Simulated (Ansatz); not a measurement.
Basis sets compared for the cluster KBi₂ (the lowest doublet isomer of a short search). Total charge 0; doublet. Geometry r2SCAN-D4/def2-TZVP. Ansatz on 4 threads of Intel Xeon on a shared host; times are rough, and most runs start from earlier orbitals.

```csv
atom,x (Å),y (Å),z (Å)
K1,0.845,-1.158,1.587
Bi2,-0.959,-0.566,-1.334
Bi3,0.114,1.724,-0.253
```

In the def2 sets Bi takes a core potential; there is no spin–orbit coupling. At r2SCAN-D4/def2-TZVP, r2SCAN-D4/def2-TZVPD the charge 0 doublet is spin-contaminated (final ⟨S²⟩ up to 0.87, 0.75 for a pure state). The structure comes from a short search, and lower isomers may exist.

Binding counts from free atoms (K doublet, Bi quartet) in the same basis, without a counterpoise term.

| level | functions | energy (Eh) | HOMO (eV) | LUMO (eV) | binding per atom (eV) | wall time |
| --- | --- | --- | --- | --- | --- | --- |
| PBE-D4/def2-SVP | 76 | -1029.0207 | -2.89 | -2.47 | 1.32 | 2.3 s |
| PBE-D4/def2-TZVP | 133 | -1029.1157 | -2.99 | -2.58 | 1.37 | 2.9 s |
| r2SCAN-D4/def2-TZVP (with forces) | 133 | -1029.4359 | -3.18 | -2.47 | 1.18 | 9 s |
| PBE0-D4/def2-SVP | 76 | -1029.0163 | -3.70 | -1.89 | 1.16 | 5.5 s |
| PBE0-D4/def2-TZVP | 133 | -1029.1071 | -3.79 | -2.00 | 1.21 | 9 s |

Question: Estimate the rows for PBE-D4/def2-TZVPD, r2SCAN-D4/def2-TZVPD, PBE0-D4/def2-TZVPD.

Answer: 
```
               level  functions  energy (Eh)  HOMO (eV)  LUMO (eV)  binding per atom (eV)  wall time
   PBE-D4/def2-TZVPD        148   -1029.1161      -3.00      -2.59                   1.37        4 s
r2SCAN-D4/def2-TZVPD        148   -1029.4363      -3.18      -2.47                   1.18       12 s
  PBE0-D4/def2-TZVPD        148   -1029.1075      -3.80      -2.01                   1.21       14 s
```
